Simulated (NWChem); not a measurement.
Program: NWChem. System: thionyl fluoride (F₂OS), charge 0, spin multiplicity 1, at a geometry optimised with PBE0/def2-SVP. Level: CCSD(T)/def2-SVP, 8 core orbitals frozen.

The NWChem input:

```
start mol
memory heap 100 mb stack 700 mb global 1900 mb
geometry units angstroms nocenter noautoz
  O     -1.391745    -0.329653     0.000000
  S     -0.160358     0.411194     0.000000
  F      0.761094    -0.218993     1.168964
  F      0.761094    -0.218993    -1.168964
  symmetry group Cs
end
basis spherical
  * library def2-svp
end
scf
  rhf
  nopen 0
  maxiter 100
  thresh 1e-7
  semidirect memsize 60000000 filesize 0
end
ccsd
  freeze core 8
  maxiter 60
end
task ccsd(t) energy
```

Output (cleaned and shortened):

```
             Northwest Computational Chemistry Package (NWChem) 7.3.0
             --------------------------------------------------------

                                NWChem Input Module
                                -------------------

 Scaling coordinates for geometry "geometry" by  1.889725989
 (inverse scale =  0.529177249)

 Turning off AUTOSYM since
 SYMMETRY directive was detected!

                             Geometry "geometry" -> ""
                             -------------------------

 Output coordinates in angstroms (scale by  1.889725989 to convert to a.u.)

  No.       Tag          Charge          X              Y              Z
 ---- ---------------- ---------- -------------- -------------- --------------
    1 O                    8.0000    -1.39174500    -0.32965300     0.00000000
    2 S                   16.0000    -0.16035800     0.41119400     0.00000000
    3 F                    9.0000     0.76109400    -0.21899300     1.16896400
    4 F                    9.0000     0.76109400    -0.21899300    -1.16896400

 Effective nuclear repulsion energy (a.u.)     190.8287848976

            Nuclear Dipole moment (a.u.)
            ----------------------------
        X                 Y               Z
 ---------------- ---------------- ----------------
     0.0000075589     0.0000113384     0.0000000000

      Symmetry information
      --------------------

 Group name             Cs
 Group number              2
 Group order               2
 No. of unique centers     3

      Symmetry unique atoms

     1    2    3


 Summary of "ao basis" -> "" (spherical)
 ------------------------------------------------------------------------------
       Tag                 Description            Shells   Functions and Types
 ---------------- ------------------------------  ------  ---------------------
 *                          def2-svp                  on all atoms

 Summary of "ao basis" -> "ao basis" (spherical)
 ------------------------------------------------------------------------------
       Tag                 Description            Shells   Functions and Types
[...]
 ccsd(t): done        9 out of       39 progress:   23.1%
 ccsd(t): done       10 out of       39 progress:   25.6%
 ccsd(t): done       11 out of       39 progress:   28.2%
 ccsd(t): done       12 out of       39 progress:   30.8%
 ccsd(t): done       13 out of       39 progress:   33.3%
 ccsd(t): done       14 out of       39 progress:   35.9%
 ccsd(t): done       15 out of       39 progress:   38.5%
 ccsd(t): done       16 out of       39 progress:   41.0%
 ccsd(t): done       17 out of       39 progress:   43.6%
 ccsd(t): done       18 out of       39 progress:   46.2%
 ccsd(t): done       19 out of       39 progress:   48.7%
 ccsd(t): done       20 out of       39 progress:   51.3%
 ccsd(t): done       21 out of       39 progress:   53.8%
 ccsd(t): done       22 out of       39 progress:   56.4%
 ccsd(t): done       23 out of       39 progress:   59.0%
 ccsd(t): done       24 out of       39 progress:   61.5%
 ccsd(t): done       25 out of       39 progress:   64.1%
 ccsd(t): done       26 out of       39 progress:   66.7%
 ccsd(t): done       27 out of       39 progress:   69.2%
 ccsd(t): done       28 out of       39 progress:   71.8%
 ccsd(t): done       29 out of       39 progress:   74.4%
 ccsd(t): done       30 out of       39 progress:   76.9%
 ccsd(t): done       31 out of       39 progress:   79.5%
 ccsd(t): done       32 out of       39 progress:   82.1%
 ccsd(t): done       33 out of       39 progress:   84.6%
 ccsd(t): done       34 out of       39 progress:   87.2%
 ccsd(t): done       35 out of       39 progress:   89.7%
 ccsd(t): done       36 out of       39 progress:   92.3%
 ccsd(t): done       37 out of       39 progress:   94.9%
 ccsd(t): done       38 out of       39 progress:   97.4%
 ccsd(t): done       39 out of       39 progress:  100.0%
 Time for integral evaluation pass     1        1.61
 Time for triples evaluation pass      1        3.42

 pseudo-e(mp4)  -0.21974568062289E-01
 pseudo-e(mp5)   0.27546670628999E-02
        e(t)    -0.19219900999389E-01

 --------------
 CCSD(T) Energy
 --------------
 Reference energy:                    -670.831833345396944

 CCSD corr. energy:                     -0.710646192257360
 T(CCSD) corr. energy:                  -0.021974568062289
 Total CCSD+T(CCSD) energy:           -671.564454105716550

 CCSD corr. energy:                     -0.710646192257360
 (T) corr. energy:                      -0.019219900999389
 Total CCSD(T) energy:                -671.561699438653704

 routine      calls  cpu(0)   cpu-min  cpu-ave  cpu-max   i/o
 aoccsd          1     0.02     0.02     0.02     0.02    0.00
 iterdrv         1     0.02     0.02     0.02     0.02    0.00
 pampt          13     0.16     0.16     0.16     0.16    0.00
 t2pm           13     0.30     0.30     0.30     0.30    0.00
 sxy            13     0.47     0.47     0.47     0.47    0.00
 ints      1569503    26.00    26.00    26.00    26.00    0.00
 t2eri        4563     6.22     6.22     6.22     6.22    0.00
 idx2         4563     1.34     1.34     1.34     1.34    0.00
 idx34          13     0.12     0.12     0.12     0.12    0.00
 ht2pm          13     0.28     0.28     0.28     0.28    0.00
 itm            13     1.53     1.53     1.53     1.53    0.00
 pdiis          13     0.03     0.03     0.03     0.03    0.00
 triples         1     0.00     0.00     0.00     0.00    0.00
 rdtrpo          1     0.01     0.01     0.01     0.01    0.00
 trpmos          1     1.61     1.61     1.61     1.61    0.00
 trpdrv          1     0.44     0.44     0.44     0.44    0.00
 dovvv       92274     0.99     0.99     0.99     0.99    0.00
 doooo       92274     0.45     0.45     0.45     0.45    0.00
 tengy       85683     1.44     1.44     1.44     1.44    0.00
 Total                41.44    41.44    41.44    41.44    0.00

 Task  times  cpu:       43.9s     wall:       43.9s

 Total times  cpu:       44.0s     wall:       44.0s
```
